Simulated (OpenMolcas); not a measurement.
# Pt3+: moving or changing the point charges

Pt3+ among 6 point charges of -1.7 e arranged as a tetragonal octahedron (D4h), 1.79 Å from the ion, with the axial distance 1.987 Å.
```
   1.7900    0.0000    0.0000  -1.70
   0.0000    1.7900    0.0000  -1.70
  -1.7900    0.0000    0.0000  -1.70
   0.0000   -1.7900    0.0000  -1.70
   0.0000    0.0000    1.9869  -1.70
   0.0000    0.0000   -1.9869  -1.70
```

* Program: OpenMolcas 26.06
* Method: CASSCF
* Basis: ANO-RCC-VDZP [7s6p4d2f]
* Scalar Hamiltonian: DKH2, point nucleus
* Active space: 7 electrons in 5 orbitals (5d)
* State averaging: 2S+1 = 4 even, 10 roots; 2S+1 = 2 even, 40 roots
* Spin-orbit coupling: RASSI with atomic mean-field integrals over the reference wave functions

Runs around this geometry, states (labels of D4, the rotations of D4h). Energies in cm-1 above the lowest state or level, χT in cm3 K/mol.

```tsv
R (Å)	q (e)	Axial / equatorial distance	Ground state	First state of that spin	First gap with spin-orbit (degeneracies)	χT at 300 K	First state of another spin
1.79	-1.7	1.02	4A2	4E 503.0	416.9 (2, 2)	2.397	2A1 2637
1.79	-1.36	1.11	4A2	4E 1866	1538 (2, 2)	2.839	2A1 5299
1.79	-1.7	1.11	4A2	4E 2491	2070 (2, 2)	2.037	2A1 2484
1.98	-1.7	1.11	4A2	4E 1799	1358 (2, 2)	3.166	2A1 7600
```

Taking the first state of the same spin as R^-n, n = -ln(1799 / 2491) / ln(1.98 / 1.79) = 3.2 between the shortest and longest distance.

Scaling the charges by -1.36 / -1.7 = 0.80 scales the first state of the same spin by 1866 / 2491 = 0.75; with fixed orbitals a first-order splitting would follow the charge.

Without dynamic correlation the repulsion within the d shell is too large (B by tens of per cent), so at a given field states of lower spin stand too high. This shell can be high or low spin here, a state of another spin lies low, and with metal d orbitals alone active their balance is uncertain, so the ground spin may be wrong. Point charges give a weaker field than real ligands, and real ions of this kind are as a rule low spin; the high spin found here belongs to the model. Spin-orbit coupling mixes the spin-free states strongly: the lowest level takes only 54 % from its leading state, 4A2 (figures for R = 1.79, q = -1.7, ratio = 1.02; the like holds for R = 1.79, q = -1.36, ratio = 1.11, R = 1.79, q = -1.7, ratio = 1.11, R = 1.98, q = -1.7, ratio = 1.11). This is an electrostatic model: the charges have no orbitals. No measured value stands beside these numbers.
